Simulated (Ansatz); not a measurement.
```yaml
crystal:
  periodic: [false, false, false]
  atoms:
    - {symbol: In, position_ang: [-1.859316, 2.843966, -1.401230]}
    - {symbol: B, position_ang: [0.571766, -0.211625, 0.198659]}
    - {symbol: C, position_ang: [1.274509, -2.806856, 1.168149]}
    - {symbol: O, position_ang: [2.993442, -0.503369, 1.175150]}
    - {symbol: H, position_ang: [-1.983779, 3.341875, -4.658758]}
    - {symbol: H, position_ang: [-3.765313, 4.857352, 0.509410]}
    - {symbol: H, position_ang: [0.755633, -3.288318, 3.091708]}
    - {symbol: H, position_ang: [1.970490, -4.194306, -0.063694]}
basis:
  gaussian: {orbitals: x2c-TZVPPall}
hamiltonian: {xc: {name: HF}}
output: {forces: true}
```

```sh
$ ansatz run in.yaml --threads 2 --pin off --events-out ev --progress --plain --max-ram 4352MiB
```

Shortened log:

```
Functional definition: HF
1659 factors; their error is unknown
mean field evaluation 1: about -163711.8774 eV, gradient 7.1e1 eV
mean field evaluation 2: about -163508.4897 eV, gradient 1.3e2 eV
mean field evaluation 4: about -163715.1229 eV, gradient 6.3e1 eV
mean field evaluation 8: about -163720.1961 eV, gradient 4.6e1 eV
mean field evaluation 16: about -163732.6450 eV, gradient 4.5e-3 eV
mean field -163734.23991405 eV, -6017.1223337874 hartree, gradient 4.7e-6 eV, S^2 0.000000; 5 other end points of the search recorded, 0 dependent functions left out
reference -163734.23991405 eV, -6017.1223337874 hartree; 36, 36 occupied and 173, 173 virtual orbitals, 1659 factors
Total energy: -163734.23991405 eV, -6017.1223337874 hartree
Relativity: scalar
Atom 0 at    -1.859316     2.843966    -1.401230 Å, force    -0.548177     0.575439    -0.431444 eV/Å
Atom 1 at     0.571766    -0.211625     0.198659 Å, force     0.594657     0.185241     0.189403 eV/Å
Atom 2 at     1.274509    -2.806856     1.168149 Å, force    -0.097530    -2.822077     0.609993 eV/Å
Atom 3 at     2.993442    -0.503369     1.175150 Å, force    -0.663469     0.012691    -0.256056 eV/Å
Atom 4 at    -1.983779     3.341875    -4.658758 Å, force     0.076731    -0.221128     1.291962 eV/Å
Atom 5 at    -3.765313     4.857352     0.509410 Å, force     0.722634    -0.760954    -0.675989 eV/Å
Atom 6 at     0.755633    -3.288318     3.091708 Å, force     1.249905     0.473787    -3.690256 eV/Å
Atom 7 at     1.970490    -4.194306    -0.063694 Å, force    -1.334751     2.557000     2.962387 eV/Å
Dipole moment:     1.036855    -1.800983     0.792209 e Å
```

Task: Something in this input is off. What?

Result: The coordinates are in bohr but typed as ångström. The run converged. The result belongs to that input, not to the molecule as meant.
